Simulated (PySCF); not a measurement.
Isomers of H6B2N2. Gas-phase values, no solvent. One relaxed conformer stands for each flexible species; it need not be the lowest. Strings in code marks are SMILES.

Calculation: PBE-D3(BJ)/def2-TZVP // r2SCAN-D4/def2-TZVP in PySCF. Excitations are Tamm–Dancoff values on a coarser integration grid. The basis has no diffuse functions, so Rydberg states are missing or too high.

```json
[
 {"species": "`BB(N)N`", "S1–T1 gap (TDA) (eV)": "0.72", "T1 excitation (TDA) (eV)": "…", "S1 oscillator strength": "0.033"},
 {"species": "`BNBN` (B–N–B–N torsion 180°)", "S1–T1 gap (TDA) (eV)": "1.10", "T1 excitation (TDA) (eV)": "5.01", "S1 oscillator strength": "0.226"},
 {"species": "`NBBN` (N–B–B–N torsion 73°)", "S1–T1 gap (TDA) (eV)": "0.74", "T1 excitation (TDA) (eV)": "…", "S1 oscillator strength": "0.014"}
]
```

Fill in the missing entries.


- `BB(N)N`, T1 excitation (TDA) (eV): 2.71
- `NBBN` (N–B–B–N torsion 73°), T1 excitation (TDA) (eV): 4.67
